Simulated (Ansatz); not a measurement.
Species: CH4BS, charge 0, doublet. CH4BS (SMILES [BH]SC, doublet).
B3LYP-D3(BJ)/def2-TZVP minimum from Ansatz (a quantum-chemistry and plane-wave program):
```xyz
7

B     -0.7412     1.3559     0.5443
H     -1.2476     2.0119    -0.3014
S      0.1449    -0.1148     0.5698
C      0.2827    -0.7318    -1.1735
H     -0.1791    -1.7157    -1.2238
H      1.3385    -0.8049    -1.4262
H     -0.2201    -0.0435    -1.8465
```
Charge 0, spin multiplicity 2.

Property: atomisation energy (electronic, to ground-state atoms), in kcal/mol. Open shells are spin-unrestricted; no spin-orbit coupling. CBS(X,Y): correlation extrapolated as X^-3, Hartree-Fock from the larger set. A bracket is a step between two methods taken in the basis named. The functionals are non-relativistic, so their misses hold any scalar relativity. Double hybrids freeze cores in their MP2 part. 'core' is core correlation in cc-pwCVTZ (1s frozen past Ne), 'X2C' scalar relativity in cc-pVTZ-DK, both at CCSD(T). For partners of very few electrons the exact lower level stands in for a higher one.

CCSD(T)/CBS(cc-pV(T+d)Z,cc-pV(Q+d)Z) + [CCSDT(Q) - CCSD(T)]/cc-pV(D+d)Z + core + X2C (Ansatz) gives 560.8 kcal/mol.

**Question.** How far off this value is PBE/def2-TZVPD (Ansatz), in which direction, and which of these levels come nearer: r2SCAN/def2-TZVPD, B3LYP/def2-TZVPD, PBE0/def2-TZVPD, wB97M-V/def2-TZVPD, B2PLYP/def2-TZVPD, CCSD(T)/CBS(cc-pV(T+d)Z,cc-pV(Q+d)Z) + core + X2C?

**Answer.** PBE gives 572.9 kcal/mol, 12.1 kcal/mol above it. Differences of the others: r2SCAN/def2-TZVPD (Ansatz) 8.8; B3LYP/def2-TZVPD (Ansatz) -2.3; PBE0/def2-TZVPD (Ansatz) 4.4; wB97M-V/def2-TZVPD (Ansatz) 1.2; B2PLYP/def2-TZVPD (Ansatz) -7.0; CCSD(T)/CBS(cc-pV(T+d)Z,cc-pV(Q+d)Z) + core + X2C (Ansatz) -0.7 kcal/mol. Nearer than PBE: r2SCAN/def2-TZVPD, B3LYP/def2-TZVPD, PBE0/def2-TZVPD, wB97M-V/def2-TZVPD, B2PLYP/def2-TZVPD, CCSD(T)/CBS(cc-pV(T+d)Z,cc-pV(Q+d)Z) + core + X2C.
